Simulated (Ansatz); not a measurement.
Gas-phase electronic energies from Ansatz, PBE0-D4/def2-TZVP geometries. CCSD(T)/CBS is the MP2 limit (def2-TZVPP, def2-QZVPP) plus CCSD(T) − MP2 in def2-TZVPP, frozen cores. This one scheme is used for every species. Functionals use def2-TZVPP. B3LYP here is the variant with VWN-RPA as its local correlation; programs differ in this. Elements past krypton have def2 core potentials. For Sn outer-core shells are correlated without core-valence functions, which leaves a few kJ/mol of doubt a bond.

`[SiH3][Sn]([SiH3])([Cl])[Cl]` + H–F → `[F][Sn]([SiH3])([Cl])[Cl]` + SiH₄  (cleavage of the Sn–Si bond)

```json
{"level": "revPBE-D4", "ΔE (kJ/mol)": "-18.1", "difference from CCSD(T)/CBS": "2.6"}
{"level": "BLYP-D4", "ΔE (kJ/mol)": "-32.0", "difference from CCSD(T)/CBS": "-11.3"}
{"level": "r2SCAN0-D4", "ΔE (kJ/mol)": "-20.8", "difference from CCSD(T)/CBS": "-0.1"}
{"level": "CAM-B3LYP-D4", "ΔE (kJ/mol)": "-35.3", "difference from CCSD(T)/CBS": "-14.6"}
{"level": "B2PLYP", "ΔE (kJ/mol)": "-33.5", "difference from CCSD(T)/CBS": "-12.8"}
{"level": "r2SCAN", "ΔE (kJ/mol)": "-31.3", "difference from CCSD(T)/CBS": "-10.6"}
{"level": "B3LYP", "ΔE (kJ/mol)": "-37.4", "difference from CCSD(T)/CBS": "-16.7"}
{"level": "r2SCANh", "ΔE (kJ/mol)": "-27.8", "difference from CCSD(T)/CBS": "-7.1"}
{"level": "HF/def2-TZVPP", "ΔE (kJ/mol)": "-46.0", "difference from CCSD(T)/CBS": "-25.3"}
{"level": "HF/def2-QZVPP", "ΔE (kJ/mol)": "-50.4", "difference from CCSD(T)/CBS": "-29.7"}
{"level": "CCSD(T)/CBS", "ΔE (kJ/mol)": "-20.7", "difference from CCSD(T)/CBS": "0"}
```

Largest T1 diagnostic among the species: 0.013.

At CCSD(T), def2-SVP lies −13.3 kJ/mol from the extrapolated value and def2-TZVPP −0.8 kJ/mol. From PBE to PBE0 (25 % exact exchange), in def2-TZVPP and without D4, ΔE moves by +5.2 kJ/mol.

CCSD(T)/CBS has its own doubt, a few kJ/mol and more with outer-core shells, so smaller differences from it don't rank the levels.
